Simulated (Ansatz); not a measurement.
Species: 1-methylsulfonylethyne, C3H4O2S, charge 0, multiplicity 1. SMILES: S(C)(=O)(C#C)=O
Coordinates optimised at B3LYP-D3(BJ)/def2-TZVP (Ansatz, an electronic-structure program):
```
S
O 1 1.4361
O 1 1.4361 2 120.81
C 1 1.7279 2 107.58 3 -123.91
C 4 1.1997 3 147.20 1 178.21
H 5 1.0638 3 157.31 1 177.36
C 1 1.7777 2 108.77 3 126.74
H 7 1.0875 1 109.02 2 52.20
H 7 1.0875 8 111.75 1 -120.56
H 7 1.0899 8 110.60 9 -123.68
```
Charge 0, spin multiplicity 1.

Parts of the frozen-core correlation energy in cc-pVTZ (Ansatz, hartree). Frozen orbitals: 10; correlated occupied orbitals by spin: 17 and 17; virtual: 213 and 213. No spin-orbit coupling. Non-relativistic.

```tsv
term	value
reference (HF)	-663.16731
MP2 opposite-spin	-0.84637
MP2 same-spin	…
CCSD correlation	…
(T)	…
T1 diagnostic	0.016
largest doubles amplitude	0.072
```

**Question.** Complete the blanks.

**Answer.** 
- MP2 same-spin, value: -0.29020
- CCSD correlation, value: -1.15043
- (T), value: -0.05595
